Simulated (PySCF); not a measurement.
Computed with B3LYP-D3(BJ)/def2-TZVP // r2SCAN-D4/def2-SVP (PySCF). All species are isolated molecules in the gas phase. One relaxed conformer stands for a flexible species; it need not be the lowest. B3LYP has the VWN-RPA correlation part, as in Gaussian. 

Reference species: [Co(H2O)2(NH3)4]3+ (excited quintet) (charge +3, multiplicity 5).

```yaml
charge on the central atom (Mulliken): 0.73 e
coordination_number: 6
```

Changed species: [Co(H2O)5(NH3)]3+ (excited quintet) (1 of 6 H2O replaced by NH3, multiplicity 5; the reference has 4 of 6 H2O replaced by NH3, multiplicity 5).

Q: Predict the effect on the charge on the central atom (Mulliken) and coordination number.

A: the charge on the central atom (Mulliken) increases by 0.13 e, to 0.86 e; the coordination number hardly moves.
